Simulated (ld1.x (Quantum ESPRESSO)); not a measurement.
## Logarithmic derivatives: O (Z = 8), PAW

| Item | Value |
| --- | --- |
| Element | oxygen (O) |
| Generator | ld1.x (Quantum ESPRESSO) 7.5 |
| Type | PAW |
| Functional | PBE |
| Relativity | non-relativistic |
| Frozen core | [He] |
| Valence charge | 6 |
| Reference configuration | 2s2 2p4 |
| Partial waves | 2s (bound): rcut 0.70, rcutus 0.80 bohr; 2s channel at -1.35 Ry: rcut 0.70, rcutus 0.80 bohr; 2p (bound): rcut 0.85, rcutus 1.15 bohr; 2p channel at 0.85 Ry: rcut 0.85, rcutus 1.15 bohr |
| Local potential | all-electron potential smoothed inside 0.60 bohr (lloc = -1) |
| Core correction | Bessel-smoothed model core inside 0.40 bohr |
| Augmentation charge | BESSEL, radius 0.70 bohr |

The phase is arctan(r·u′/u) with u = r·R(r), unwrapped; energies in Ry, scanned from -4 to 5 Ry. A pole is an energy at which the radial function vanishes at the test radius. The pseudo phase is shifted by a multiple of π to meet the all-electron one at the reference energy, and phase errors are pseudo minus all-electron; the curves can meet again beyond the range given. Levels narrower than the energy grid can be missing from the lists of poles.

| channel | radius (bohr) | reference energy (Ry) | poles, all-electron | poles, pseudo | unbroken range about the reference energy with phases within 0.05 rad | phase error 1 Ry above the reference energy (rad) |
| --- | --- | --- | --- | --- | --- | --- |
| s | 1.25 | -1.76 | 2.17 | 2.17 | the whole range | -0.000 |
| p | 1.25 | -0.66 | 2.38 | 2.38 | the whole range | -0.000 |

Phases in the s channel:

```
E (Ry)  all-electron  pseudo
 -4.00         0.771   0.771
 -3.52         0.590   0.590
 -3.04         0.317   0.317
 -2.56        -0.067  -0.067
 -2.08        -0.489  -0.489
 -1.60        -0.830  -0.830
 -1.12        -1.062  -1.062
 -0.64        -1.216  -1.216
 -0.16        -1.323  -1.323
  0.32        -1.400  -1.400
  0.80        -1.458  -1.458
  1.28        -1.505  -1.505
  1.76        -1.543  -1.543
  2.24        -1.575  -1.575
  2.72        -1.603  -1.603
  3.20        -1.629  -1.629
  3.68        -1.652  -1.652
  4.16        -1.674  -1.674
  4.64        -1.695  -1.695
```
